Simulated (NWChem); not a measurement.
Molecule: GeH₄Se; SMILES [GeH3][SeH]

Results from NWChem. This build's default masses of Se (78.918 u) and Br (79.917 u) are each other's, which moves their modes by up to 0.6 %. Each level has its own optimisation; frequencies are unscaled.

```json
[
 {"level": "B3LYP/3-21G", "r Ge–Se (Å)": "2.441", "r H–Se (Å)": "…", "highest harmonic frequency (cm⁻¹)": "…", "lowest (cm⁻¹)": "157", "zero-point energy (kcal/mol)": "…", "dipole (D)": "…"},
 {"level": "Hartree-Fock/3-21G", "r Ge–Se (Å)": "2.440", "r H–Se (Å)": "1.471", "highest harmonic frequency (cm⁻¹)": "2348", "lowest (cm⁻¹)": "161", "zero-point energy (kcal/mol)": "19.9", "dipole (D)": "2.12"},
 {"level": "PBE0/def2-SVP", "r Ge–Se (Å)": "2.358", "r H–Se (Å)": "1.471", "highest harmonic frequency (cm⁻¹)": "2455", "lowest (cm⁻¹)": "151", "zero-point energy (kcal/mol)": "19.6", "dipole (D)": "1.17"}
]
```

Question: Some entries are withheld; supply them.

Answer: 
- B3LYP/3-21G, r H–Se (Å): 1.494
- B3LYP/3-21G, highest harmonic frequency (cm⁻¹): 2196
- B3LYP/3-21G, zero-point energy (kcal/mol): 18.7
- B3LYP/3-21G, dipole (D): 1.57
